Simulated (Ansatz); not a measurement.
The first iterations of a band of BFH₂OSi (6 atoms, charge 0, multiplicity 1).

Method: Ansatz 0.2.0, RKS PBE-D4/6-31G*.

| Property | Result |
| --- | --- |
| movable images | 7 |
| climbing image | yes |
| spring | 5.0 eV/Å² |
| optimiser | quadratic models (default) |
| start path | through a guess of the saddle point |
| force threshold | 0.05 eV/Å |
| iteration limit | 60 |
| end points | relaxed |

Image 0:

```xyz
6
Properties=species:S:1:pos:R:3
F 0.356 -2.278 0.868
B 0.246 -1.036 0.429
O 1.072 0.031 0.507
Si -0.414 0.560 -0.393
H -0.085 1.002 -1.786
H -1.134 1.657 0.330
```

Image 8:

```xyz
6
Properties=species:S:1:pos:R:3
F 0.353 -1.415 0.678
B 0.047 -0.337 -0.086
O 0.972 0.138 -0.971
Si -1.824 0.521 0.043
H 1.810 -0.373 -0.918
H -1.316 1.403 1.208
```

| iteration | highest image above the first end (eV) | largest band force component (eV/Å) |
| --- | --- | --- |
| 1 | 15.179 | 97.646 |
| 2 | 4.463 | 14.730 |
| 3 | 3.450 | 9.395 |
| 4 | 2.877 | 4.917 |
| 5 | 2.751 | 2.856 |
| 6 | 2.453 | 2.132 |
| 7 | 2.375 | 2.176 |
| 8 | 2.359 | 0.780 |
| 9 | 2.304 | 0.580 |

Does the band converge within its limit, and where does its top end?

The run converged. It ended after 27 iterations with the highest image 2.419 eV above the first end. The profile has 2 maxima (images 3, 6) with wells between them (image 5): this band takes more than one step, which may be the mechanism or a detour left from its start path. A vibrational analysis at the climbing image gives one clearly imaginary mode, 1449i cm⁻¹: a first-order saddle point. The orbitals stay closed-shell, which can raise the energy where a bond breaks towards radicals; this wasn't checked here.

The run took 4.3 min on 1 thread of Arm Neoverse V2, on a shared host, peak memory 0.11 GiB.
